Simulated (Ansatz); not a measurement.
Ge(CF3)H3 (CH₃F₃Ge). The state is a singlet with charge 0. Geometry PBE-D4/def2-SVP.

```xyz
8

C     0.731   -0.464    0.492
F     1.845   -0.583   -0.273
F     0.359   -1.713    0.867
F     1.079    0.212    1.615
Ge   -0.745    0.473   -0.501
H    -1.987    0.497    0.417
H    -1.021   -0.326   -1.794
H    -0.260    1.904   -0.822
```

Another isomer (singlet) lies 3.98 eV lower at PBE0-D4/def2-TZVP; other spin states weren't run for this one.

(1) Estimate the orbital energies around the gap (eV) in Ansatz with PBE-D4/def2-TZVP, r2SCAN-D4/def2-TZVP, PBE0-D4/def2-SVP, PBE0-D4/def2-TZVP, ωB97M-V/def2-TZVP.

## Answers

(1) 
```json
{"orbital": "HOMO−9", "PBE-D4/def2-TZVP": "-14.45", "r2SCAN-D4/def2-TZVP": "-14.99", "PBE0-D4/def2-SVP": "-16.41", "PBE0-D4/def2-TZVP": "-16.57", "ωB97M-V/def2-TZVP": "-19.11"}
{"orbital": "HOMO−8", "PBE-D4/def2-TZVP": "-12.58", "r2SCAN-D4/def2-TZVP": "-13.12", "PBE0-D4/def2-SVP": "-14.45", "PBE0-D4/def2-TZVP": "-14.56", "ωB97M-V/def2-TZVP": "-17.18"}
{"orbital": "HOMO−7", "PBE-D4/def2-TZVP": "-11.13", "r2SCAN-D4/def2-TZVP": "-11.67", "PBE0-D4/def2-SVP": "-13.13", "PBE0-D4/def2-TZVP": "-13.33", "ωB97M-V/def2-TZVP": "-15.89"}
{"orbital": "HOMO−6", "PBE-D4/def2-TZVP": "-11.13", "r2SCAN-D4/def2-TZVP": "-11.67", "PBE0-D4/def2-SVP": "-13.13", "PBE0-D4/def2-TZVP": "-13.33", "ωB97M-V/def2-TZVP": "-15.89"}
{"orbital": "HOMO−5", "PBE-D4/def2-TZVP": "-10.27", "r2SCAN-D4/def2-TZVP": "-10.79", "PBE0-D4/def2-SVP": "-12.20", "PBE0-D4/def2-TZVP": "-12.40", "ωB97M-V/def2-TZVP": "-14.93"}
{"orbital": "HOMO−4", "PBE-D4/def2-TZVP": "-10.27", "r2SCAN-D4/def2-TZVP": "-10.79", "PBE0-D4/def2-SVP": "-12.20", "PBE0-D4/def2-TZVP": "-12.40", "ωB97M-V/def2-TZVP": "-14.93"}
{"orbital": "HOMO−3", "PBE-D4/def2-TZVP": "-9.61", "r2SCAN-D4/def2-TZVP": "-10.15", "PBE0-D4/def2-SVP": "-11.58", "PBE0-D4/def2-TZVP": "-11.79", "ωB97M-V/def2-TZVP": "-14.32"}
{"orbital": "HOMO−2", "PBE-D4/def2-TZVP": "-8.84", "r2SCAN-D4/def2-TZVP": "-9.24", "PBE0-D4/def2-SVP": "-10.18", "PBE0-D4/def2-TZVP": "-10.23", "ωB97M-V/def2-TZVP": "-12.51"}
{"orbital": "HOMO−1", "PBE-D4/def2-TZVP": "-8.84", "r2SCAN-D4/def2-TZVP": "-9.24", "PBE0-D4/def2-SVP": "-10.18", "PBE0-D4/def2-TZVP": "-10.23", "ωB97M-V/def2-TZVP": "-12.51"}
{"orbital": "HOMO", "PBE-D4/def2-TZVP": "-7.89", "r2SCAN-D4/def2-TZVP": "-8.25", "PBE0-D4/def2-SVP": "-9.30", "PBE0-D4/def2-TZVP": "-9.41", "ωB97M-V/def2-TZVP": "-11.68"}
{"orbital": "LUMO", "PBE-D4/def2-TZVP": "-0.37", "r2SCAN-D4/def2-TZVP": "-0.06", "PBE0-D4/def2-SVP": "0.55", "PBE0-D4/def2-TZVP": "0.43", "ωB97M-V/def2-TZVP": "2.20"}
{"orbital": "LUMO+1", "PBE-D4/def2-TZVP": "-0.13", "r2SCAN-D4/def2-TZVP": "0.33", "PBE0-D4/def2-SVP": "1.18", "PBE0-D4/def2-TZVP": "0.79", "ωB97M-V/def2-TZVP": "2.54"}
{"orbital": "LUMO+2", "PBE-D4/def2-TZVP": "0.11", "r2SCAN-D4/def2-TZVP": "0.45", "PBE0-D4/def2-SVP": "1.18", "PBE0-D4/def2-TZVP": "0.99", "ωB97M-V/def2-TZVP": "2.84"}
{"orbital": "LUMO+3", "PBE-D4/def2-TZVP": "0.11", "r2SCAN-D4/def2-TZVP": "0.45", "PBE0-D4/def2-SVP": "1.55", "PBE0-D4/def2-TZVP": "0.99", "ωB97M-V/def2-TZVP": "2.84"}
{"orbital": "LUMO+4", "PBE-D4/def2-TZVP": "2.15", "r2SCAN-D4/def2-TZVP": "2.65", "PBE0-D4/def2-SVP": "4.28", "PBE0-D4/def2-TZVP": "3.20", "ωB97M-V/def2-TZVP": "5.13"}
{"orbital": "LUMO+5", "PBE-D4/def2-TZVP": "2.15", "r2SCAN-D4/def2-TZVP": "2.65", "PBE0-D4/def2-SVP": "4.28", "PBE0-D4/def2-TZVP": "3.20", "ωB97M-V/def2-TZVP": "5.13"}
```
